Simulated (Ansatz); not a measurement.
Reaction (formal exchange of groups at the Se–Si bond): `[SeH][SiH]1BC1` + `CSCO` → `CSC[SeH]` + `O[SiH]1BC1`

Isolated molecules relaxed with PBE0-D4/def2-TZVP in Ansatz; ΔE leaves out vibrations. CBS: MP2 limit from def2 TZ/QZ plus the TZ coupled-cluster correction, frozen cores. DFT in def2-TZVPP. For Se outer-core shells are correlated without core-valence functions, which leaves a few kJ/mol of doubt a bond. Scalar relativity is left out up to krypton. One conformer a species, not always the lowest.

`[SeH][SiH]1BC1`:

Z-matrix (Å, degrees):
```
Si
B 1 1.886
C 1 2.093 2 43.2
Se 1 2.267 2 124.5 3 114.1
H 1 1.479 2 126.9 3 -60.0
H 2 1.187 1 137.2 3 -135.9
H 3 1.093 1 82.3 2 -138.8
H 3 1.090 1 143.8 2 106.9
H 4 1.469 1 93.1 2 -162.0
```

`CSCO`:

Cartesian coordinates in Å:
```
C 1.109 0.552 -0.915
S -0.450 1.136 -0.235
C -0.757 -0.167 0.971
O -0.981 -1.433 0.416
H 1.351 1.190 -1.765
H 1.910 0.625 -0.177
H 1.012 -0.478 -1.259
H -1.609 0.191 1.561
H 0.106 -0.268 1.632
H -1.692 -1.349 -0.228
```

`CSC[SeH]`:

```xyz
10

C    -0.943    1.286   -0.018
S    -1.097   -0.439   -0.485
C     0.625   -0.910   -0.547
Se    1.626   -0.856    1.142
H    -0.455    1.867   -0.803
H    -1.953    1.666    0.130
H    -0.385    1.374    0.916
H     0.658   -1.925   -0.940
H     1.187   -0.262   -1.222
H     0.737   -1.802    1.828
```

`O[SiH]1BC1`:

Cartesian coordinates in Å:
```
O -0.921 -0.537 1.666
Si -0.379 0.549 0.558
B -0.498 0.367 -1.313
C 0.583 -0.552 -0.893
H -0.497 -0.524 2.525
H 0.302 1.647 1.302
H -0.578 1.069 -2.267
H 0.484 -1.327 -0.123
H 1.505 -0.693 -1.455
```

```csv
level,ΔE (kJ/mol)
PBE,-26.2
SCS-MP2/def2-TZVPP,-48.3
```

**Question.** What does CCSD(T)/CBS give? (Best estimate.)

**Answer.** Ansatz gave: -43.4 kJ/mol. The listed levels differ from it by 17.2, -4.9 kJ/mol.

Largest T1 diagnostic among the species: 0.014.

The D4 term adds −3.1 kJ/mol with B3LYP and −1.4 kJ/mol with PBE0; it sums over pairs of atoms, weighted by their polarisabilities, and B3LYP, whose exchange is more repulsive, gets the larger term.

B3LYP here is the variant with VWN-RPA as its local correlation; programs differ in this.
